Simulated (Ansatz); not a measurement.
CH4F2OZr, SMILES `[CH3][Zr]([OH])([F])[F]`. The species carries charge 0 and has multiplicity 1. Correlated methods include outer-core shells of Zr, which these sets cover unevenly. Zr takes the def2 core potential.

Z-matrix (Å, degrees):
```
C
Zr 1 2.214
H 1 1.096 2 110.7
H 1 1.096 2 111.3 3 -119.9
H 1 1.096 2 111.3 3 119.9
O 2 1.905 1 105.7 3 179.9
F 2 1.908 1 106.6 3 -59.9
F 2 1.908 1 106.6 3 59.8
H 6 0.953 2 169.8 1 -179.9
```

Q: Give the diagnostics of a CCSD(T)/def2-TZVPP run (frozen core, Ansatz). (Estimate.)

A: Ansatz gave: T1 = 0.0165, largest single amplitude 0.040, largest double 0.026, (T) share of the correlation energy 3.6 %, 9 CCSD cycles. The RHF solution is stable towards an unrestricted one. T1 lies under the customary mark of 0.02 for closed shells.
